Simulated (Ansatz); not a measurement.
ClH5OSSi2 (`O[SiH2]S[SiH2]Cl`), relaxed with RKS PBE0-D4/def2-TZVP in Ansatz 0.2.0 from a PBE-D4/def2-SVP geometry. The force threshold is 0.005 eV/Å; the program also tests the step.

The species carries charge 0 and has multiplicity 1.

Start:

```xyz
10

O    -0.041    1.591    1.582
Si    1.037    0.440    1.036
S     1.148    0.369   -1.150
Si   -0.612   -0.803   -1.452
Cl   -2.247    0.045   -0.424
H    -0.950    1.437    1.257
H     2.393    0.864    1.493
H     0.685   -0.951    1.493
H    -0.927   -0.793   -2.916
H    -0.486   -2.198   -0.919
```

How much energy does the relaxation release, and in how many steps? (An estimate is asked.)

Ansatz gave: 1.70 kcal/mol, in 8 steps.

Which bonds change most? (An estimate is asked.)

Computed: Si4–Cl5 from 2.110 to 2.071 Å; Si2–S3 from 2.190 to 2.152 Å; O1–Si2 from 1.668 to 1.634 Å; S3–Si4 from 2.136 to 2.112 Å.

Give the relaxed structure. (Best estimate.)

Ansatz gave: 
```xyz
10

O     0.020    1.579    1.616
Si    1.019    0.436    1.009
S     1.073    0.438   -1.143
Si   -0.610   -0.802   -1.444
Cl   -2.289   -0.031   -0.509
H    -0.901    1.532    1.346
H     2.379    0.781    1.465
H     0.615   -0.931    1.427
H    -0.884   -0.850   -2.895
H    -0.421   -2.152   -0.871
```
